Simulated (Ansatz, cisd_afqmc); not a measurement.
System: Pb, charge -1, quartet.

Total energies in def2-TZVPPD, 5 correlated electrons, 9 frozen orbitals. Radicals and triplets start from unrestricted determinants; spin-orbit coupling is neglected. Correlated methods leave the cores frozen (noble-gas shells, and filled d and f shells in the p block). Past Kr the def2 sets carry scalar-relativistic core potentials. The Monte Carlo rows (phaseless AFQMC, CISD trial, step 0.005/hartree) carry one-sigma bars that omit the constraint's bias. Outlying blocks are dropped, and bars are widened where a walk drifts. Over all cases where full CI ran beside it in this data, AFQMC minus full CI had a median of +0.1 mEh and passed +0.4 mEh in a tenth of the cases. Spin-orbit terms, left out, reach several kcal/mol for Br and I, and more for heavier atoms.

| method | program | energy (Eh) | minus CCSDTQ (mEh) |
|---|---|---|---|
| HF | Ansatz | -191.86551 | 61.77 |
| MP2 | Ansatz | -191.91415 | 13.12 |
| CCSD | Ansatz | -191.92474 | 2.53 |
| CCSD(T) | Ansatz | -191.92674 | 0.53 |
| CCSDT(Q) | Ansatz | -191.92726 | 0.01 |
| CCSDTQ | Ansatz | -191.92727 | 0.00 |
| AFQMC/CISD | cisd_afqmc | -191.9271 ± 0.0002 | 0.1 ± 0.2 |

Ansatz is an electronic-structure program.
